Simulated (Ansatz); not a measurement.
Two isomers of C2H6BrFSi: A = `FC([SiH3])CBr`, B = `C[Si](C)(F)Br`.

Program: Ansatz. Geometries: PBE0-D4/def2-TZVP. ΔE: electronic, gas phase. CCSD(T)/CBS is the MP2 limit (def2-TZVPP, def2-QZVPP) plus CCSD(T) − MP2 in def2-TZVPP, frozen cores. DFT in def2-TZVPP. B3LYP here is the variant with VWN-RPA as its local correlation; programs differ in this. For Br outer-core shells are correlated without core-valence functions, which leaves a few kJ/mol of doubt a bond. Scalar relativity is left out up to krypton. Each species was taken in one conformer, which may not be the lowest.

Q: Which isomer does CCSD(T)/CBS put lower? Give the gap. (Estimate.)

A: The calculation gave: B, by 462.6 kJ/mol.

Q: Give E(B) − E(A) in kJ/mol with CCSD/def2-TZVPP, PBE0-D4, HF/def2-TZVPP, MP2/def2-TZVPP, B3LYP-D4, CCSD(T)/def2-TZVPP, PBE-D4. (Estimate.)

A: Ansatz gave: CCSD/def2-TZVPP -454.8, PBE0-D4 -452.0, HF/def2-TZVPP -459.8, MP2/def2-TZVPP -471.3, B3LYP-D4 -448.3, CCSD(T)/def2-TZVPP -451.9, PBE-D4 -437.5. None reverses the order clearly.

Largest T1 diagnostic: 0.010.

From PBE to PBE0 (25 % exact exchange), in def2-TZVPP and without D4, E(B) − E(A) moves by −14.5 kJ/mol.
